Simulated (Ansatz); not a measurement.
Reaction (formal exchange of groups at the Al–Si bond): `O[SiH]([SiH3])[AlH][Cl]` + propene → `C=C[CH2][AlH][Cl]` + `O[SiH2][SiH3]`

Program: Ansatz. Geometries: PBE0-D4/def2-TZVP. ΔE: electronic, gas phase. CBS: MP2 limit from def2 TZ/QZ plus the TZ coupled-cluster correction, frozen cores. Functionals use def2-TZVPP. Each species was taken in one conformer, which may not be the lowest.

(1) Is it downhill or uphill in electronic energy at CCSD(T)/CBS, and by how much? (Best estimate.)

(2) What do these levels give: r2SCAN-D4, ωB97M-V, BLYP, HF/def2-SVP, MP2/def2-SVP, CCSD/def2-TZVPP? (An estimate is asked.)

Largest T1 diagnostic among the species: 0.012.

## Answers

(1) Computed: Nearly level: ΔE = -0.5 kJ/mol.

(2) Ansatz gave: r2SCAN-D4 -9.4, ωB97M-V -9.6, BLYP 12.1, HF/def2-SVP 14.8, MP2/def2-SVP -7.5, CCSD/def2-TZVPP 1.5 kJ/mol.

From BLYP to BHLYP (50 % exact exchange), in def2-TZVPP and without D4, ΔE moves by −7.6 kJ/mol. Leaving LDA and LC-ωPBE aside and taking each functional with its dispersion term where it has one, the values, not all of them listed here, spread over 17.4 kJ/mol, from ωB97M-V to BLYP-D4. LDA lies −15.2 kJ/mol from PBE without D4. In def2-TZVPP, CCSD(T) changes the Hartree–Fock value by −12.4 kJ/mol (the triples alone add −2.9 kJ/mol) and MP2 by −24.7 kJ/mol.
